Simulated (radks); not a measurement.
The numbers below are computed, except where a source is named.
Cs3+, configuration [Kr] 4d10 5s2 5p3 4f1 (not the ground configuration). Code: a radial shooting solver on a logarithmic mesh with Libxc functionals. Model: scalar-relativistic Kohn-Sham, PBEsol, spin-unpolarised, spherical densities, point nucleus.

Normalised radial functions P(r) = r R(r), r in bohr:

r	5p
0.002449	0.0026
0.003266	0.0043
0.004322	0.0071
0.005718	0.0114
0.007566	0.0183
0.01009	0.0294
0.01335	0.0455
0.01767	0.0687
0.02337	0.0995
0.03093	0.1363
0.04125	0.1729
0.05458	0.1917
0.07221	0.1706
0.09555	0.0870
0.1274	-0.0637
0.1686	-0.2201
0.2231	-0.2797
0.2952	-0.1465
0.3937	0.1597
0.5209	0.4074
0.6893	0.3515
0.912	-0.0475
1.216	-0.5573
1.609	-0.8293
2.129	-0.7479
2.818	-0.4444
3.758	-0.1635
4.972	-0.0360
6.579	-0.0040

5p: eigenvalue -39.108 eV, 3 radial nodes at r = 0.114, 0.342, 0.888 bohr, <r> = 1.93 bohr, 90 % of the charge inside 2.79 bohr.
